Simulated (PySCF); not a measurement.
A structure optimised at PBE0-D3(BJ)/def2-SVP, used in a PySCF frequency run:

```xyz
11

Be     0.0000     0.0000     1.0669
F      0.0000     0.0000     2.4594
N      0.0000     0.0000    -0.4312
C      0.0000    -1.2032    -1.2243
C      0.0000     1.2032    -1.2243
H     -0.8907    -1.2680    -1.8808
H      0.8907    -1.2680    -1.8808
H      0.0000    -2.1005    -0.5848
H      0.8907     1.2680    -1.8808
H     -0.8907     1.2680    -1.8808
H      0.0000     2.1005    -0.5848
```

Problem. Write its SMILES, formula and point group.

Solution. C[N](C)[Be][F], C₂H₆BeFN, C2v

Problem. What are its rotational constants (standard atomic weights)?

Solution. 9.4719, 2.8093, 2.2278 GHz
